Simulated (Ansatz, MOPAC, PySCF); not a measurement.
Acid–base and redox partners of [SeH2]. Gas-phase values, no solvent. Strings in code marks are SMILES.

Quantity: vertical detachment energy (energy after one electron is removed minus that of the parent at the parent's geometry), in eV. Levels without diffuse functions put anions too high.

Level 1: frozen-core MP2/aug-cc-pVTZ // B3LYP-D3(BJ)/def2-TZVPD (Ansatz, a first-principles code)
Level 2: minus the HOMO energy of HF/6-31G* // B3LYP-D3(BJ)/def2-TZVPD (PySCF)
Level 3: minus the HOMO energy of PM6 // B3LYP-D3(BJ)/def2-TZVPD (MOPAC)
Level 4: minus the HOMO energy of SVWN5/6-31G* // B3LYP-D3(BJ)/def2-TZVPD (PySCF)

| species | level 2 | level 3 | level 4 |
|---|---|---|---|
| `[SeH-]` | 1.96 | 2.49 | -1.69 |

**Question.** What does level 1 give for each?

**Answer.** 
- `[SeH-]`: 2.30
